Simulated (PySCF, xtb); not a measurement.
disiloxane (H6OSi2), SMILES [SiH3]O[SiH3].

GFN2-xTB (xtb) at its own geometry gives an orbital gap of 5.74 eV and a dipole moment of 0.24 D.

Geometry: B3LYP-D3(BJ)/def2-SVP.

### Question
What does M06-2X/def2-TZVPD (PySCF) give? (The exact figures need the calculation; the answer reports its results.)

### Answer
gap 10.23 eV (levels -10.04 and 0.19 eV), dipole 0.33 D.
